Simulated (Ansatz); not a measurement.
The same molecule with X = Si, Ge, Sn. Ansatz, PBE0-D4/def2-TZVP geometries, multiplicity 1. Each molecule was computed in one conformer, which needn't be the lowest.

Elements past krypton have def2 core potentials. Scalar relativity is left out up to krypton.

| X | molecule | mean X–F bond length / Å | mean X–S bond length / Å | HOMO–LUMO gap (ωB97M-V/def2-TZVPP) / eV | HOMO energy (B3LYP/def2-TZVPP) / eV | zero-point energy (PBE0-D4/def2-TZVP) / kJ/mol |
| --- | --- | --- | --- | --- | --- | --- |
| Ge | `[F][Ge]([SH])([SH])[SH]` | 1.735 | 2.200 | 10.59 | -7.54 | 81.6 |
| Sn | `[F][Sn]([SH])([SH])[SH]` | 1.921 | 2.376 | 9.88 | -7.68 | 77.6 |

Question: Give the row for X = Si, `F[Si](S)(S)S`. (Estimate.)

Answer: Ansatz gave: 
| X | molecule | mean X–F bond length / Å | mean X–S bond length / Å | HOMO–LUMO gap (ωB97M-V/def2-TZVPP) / eV | HOMO energy (B3LYP/def2-TZVPP) / eV | zero-point energy (PBE0-D4/def2-TZVP) / kJ/mol |
| --- | --- | --- | --- | --- | --- | --- |
| Si | `F[Si](S)(S)S` | 1.595 | 2.112 | 12.04 | -7.75 | 86.5 |

From Si to Sn the mean X–F bond length rises at each step, by 0.326 Å in all; the mean X–S bond length rises at each step, by 0.264 Å in all; the HOMO–LUMO gap (ωB97M-V/def2-TZVPP) falls at each step, by 2.16 eV in all; the HOMO energy (B3LYP/def2-TZVPP) isn't monotonic: highest at Ge, lowest at Si; the zero-point energy (PBE0-D4/def2-TZVP) falls at each step, by 8.9 kJ/mol in all. Bonds lengthen as the atom grows down the group.

B3LYP here is the variant with VWN-RPA as its local correlation; programs differ in this.
